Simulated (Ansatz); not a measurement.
System: MnCl (charge 0, septet). The spin state was set by rule; other spins were not relaxed. SMILES: [Cl][Mn]
Structure (B3LYP-D3(BJ)/def2-TZVP (Ansatz, a quantum-chemistry and plane-wave program) minimum search):
```
Mn
Cl 1 2.2530
```
Charge 0, spin multiplicity 7.

Parts of the frozen-core correlation energy in def2-SVP (Ansatz, hartree). Frozen orbitals: 14; correlated occupied orbitals by spin: 10 and 4; virtual: 25 and 31. UHF or UKS for open shells. Spin-orbit coupling is left out. Non-relativistic.

| term | value |
|---|---|
| reference (HF) | -1609.12456 |
| MP2 opposite-spin | -0.10676 |
| MP2 same-spin | -0.08850 |
| CCSD correlation | -0.21381 |
| (T) | -0.00364 |
| CCSDT minus CCSD(T) | -0.00048 |
| T1 diagnostic | 0.014 |
| largest doubles amplitude | 0.030 |
| <S^2> of the reference | 12.004 |
